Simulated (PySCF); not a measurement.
Vertical excitations of a molecule C2H12N2Si2 from TDA-PBE/def2-SVPD run with PySCF, as energy in eV (oscillator strength): 4.97 (0.009), 5.13 (0.065), 5.69 (0.013), 5.77 (0.005), 5.79 (0.079), 5.94 (0.018). Lowest triplet (TDA): 4.79 eV. The structure is a stationary point at PBE0-D3(BJ)/def2-SVP. One conformer was computed; it need not be the lowest.

**Question.** Which molecule gave these data?
(A) C[C@@H]([SiH3])N[SiH2]N
(B) CN[SiH2][C@@H](N)[SiH3]
(C) NC[Si@@H](N)C[SiH3]
(D) C[SiH2]CN[SiH2]N

**Answer.** D, C[SiH2]CN[SiH2]N
